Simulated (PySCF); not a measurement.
Compound: C9H12O.
Numbering: `[CH2:1]=[C:2]1[CH:3]=[C:4]([CH3:5])/[C:6]1=[CH:7]/[CH2:8][O:9][CH3:10]` (hydrogens: H11, H12 on C1; H13 on C3; H14, H15, H16 on C5; H17 on C7; H18, H19 on C8; H20, H21, H22 on C10)

Computed geometry: GFN2-xTB, gas phase.

(1) Give the optimised bond lengths and angles.

Results:

(1) 
```
                  bond  length (Å)   order
                 C1=C2       1.322  double
                 C2–C3       1.472  single
                 C3=C4       1.355  double
                 C4–C5       1.477  single
                 C4–C6       1.480  single
                 C6=C7       1.325  double
                 C7–C8       1.500  single
                 C8–O9       1.416  single
                O9–C10       1.404  single
                 C2–C6       1.499  single
                C1–H11       1.076  single
                C1–H12       1.078  single
                C3–H13       1.074  single
C5–H14, C5–H15, C5–H16       1.089  single
                C7–H17       1.083  single
        C8–H18, C8–H19       1.096  single
               C10–H20       1.097  single
      C10–H21, C10–H22       1.092  single
```

Bonds in one row agree within 0.01 Å and their mean is given. Orders are formal, as drawn. A selection of angles:
```
    angle  degrees
 C1–C2–C3    134.9
 C1–C2–C6    137.9
 C3–C2–C6     87.3
 C2–C3–C4     93.1
 C3–C4–C5    135.8
 C3–C4–C6     92.5
 C5–C4–C6    131.7
 C4–C6–C7    134.2
 C2–C6–C4     87.1
 C2–C6–C7    138.6
 C6–C7–C8    125.7
 C7–C8–O9    112.6
C8–O9–C10    113.3
```

Torsions: C1–C2–C3–C4 179° (antiperiplanar); C2–C3–C4–C5 180° (antiperiplanar); C3–C4–C6–C7 179° (antiperiplanar); C4–C6–C7–C8 180° (antiperiplanar); C6–C7–C8–O9 -119° (anticlinal); C7–C8–O9–C10 69° (synclinal); C1–C2–C6–C4 -179° (antiperiplanar). The mirror-image conformer, all signs reversed, is as good.

The C–C distances run from 1.322 Å (C1=C2, drawn double) to 1.500 Å (C7–C8, drawn single), a spread of 0.178 Å. The 4-membered ring C2–C3–C4–C6 has internal angles of 87.1° to 93.1° (sum 360°, against 360° for a flat polygon); it is planar, 0.00 Å rms from its mean plane, widest ring torsion 0°. O9 (ether oxygen) is bent (angle 113.3°). Of the pairs four or more bonds apart, H11···H18 is among the closest relative to their van der Waals radii: 2.21 Å, 92 % of the sum of Bondi's values.

Point group: C1 (no symmetry element, even within 0.4 Å). GFN2-xTB frequencies: not computed here. One conformer, not necessarily the lowest.
